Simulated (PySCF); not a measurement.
## Working out the ionisation energy of O⁺

O⁺ [He] 2s2 2p3 (4S) → O²⁺ [He] 2s2 2p2 (3P). All numbers are calculated (PySCF 2.14, the non-relativistic Hamiltonian (point nucleus), in dyall-acv3z (15s9p4d2f, 76 functions)). Frozen: nothing; the 5 highest virtual orbitals dropped. Energies in hartree (1 hartree = 27.21139 eV):

```json
{"part": "UHF", "O⁺ (lower)": "-74.376978", "O²⁺ (upper)": "-73.106257"}
{"part": "CCSD correlation", "O⁺ (lower)": "-0.170892", "O²⁺ (upper)": "-0.153037"}
{"part": "(T)", "O⁺ (lower)": "-0.001951", "O²⁺ (upper)": "-0.001647"}
```

What does Hartree-Fock give?

(-73.106257) − (-74.376978) = 1.270721 hartree = 34.578 eV.

What do CCSD and CCSD(T) give?

The CCSD correlation energies differ by 0.017855 hartree = 0.486 eV and the triples by 0.000304 hartree = 0.008 eV, so CCSD gives 35.064 eV and CCSD(T) 35.072 eV.

A first-order spin-orbit estimate adds -0.027 eV to CCSD(T) (valence and next inner shell), giving 35.045 eV against 35.121 eV (measured; NIST Atomic Spectra Database, ionization energies).

What remains against the reference includes basis incompleteness and higher excitations.
